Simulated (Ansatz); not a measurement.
Born–Oppenheimer molecular dynamics of Cl3FH4Si2 (10 atoms, charge 0, multiplicity 1). It starts from a rough guess of a transition structure, not a stationary point.

Theory: UKS PBE/STO-3G (Ansatz).

* ensemble: NVE (velocity Verlet)
* time step: 0.5 fs
* steps asked: 149
* starting velocities drawn for: 300 K
* seed: 877804

First frame:

```xyz
10
Properties=species:S:1:pos:R:3
Si -0.448 -1.152 -0.274
Si 0.102 1.379 -0.187
Cl 0.842 -2.413 -1.189
Cl -1.527 -1.913 1.266
Cl -1.967 -1.072 -1.752
H 0.994 0.311 1.076
F 1.002 -0.886 1.091
H 0.945 1.524 1.139
H 1.039 1.894 -1.178
H -0.982 2.329 0.009
```

Q: How far do the bonds stretch over the last three quarters of this one trajectory? (Pairs bonded in most of those frames.)

A: 
```tsv
bond	mean (Å)	spread (Å)	shortest	longest
Si1–Si2	2.348	0.150	2.14	2.56
Si1–Cl3	2.169	0.114	2.02	2.34
Si1–Cl4	2.180	0.095	2.05	2.32
Si1–Cl5	2.170	0.014	2.15	2.20
Si2–H8	1.461	0.066	1.37	1.56
Si2–H9	1.461	0.020	1.43	1.49
Si2–H10	1.457	0.028	1.41	1.50
H6–F7	1.045	0.099	0.89	1.18
```

Mean temperature of the second half: 1159 K. The conserved energy stayed within 1.3 meV per atom of its start (net change -0.71 meV per atom), so the integration is sound. The system heated up, since it started high on the potential surface and ran downhill. A run of 0.074 ps of so small a system gives no equilibrium averages. The orbitals stay closed-shell, which can raise the energy where a bond breaks towards radicals; this wasn't checked here. Limits of this set-up: minimal basis.

The run took 14 min on 1 CPU thread of a shared host.
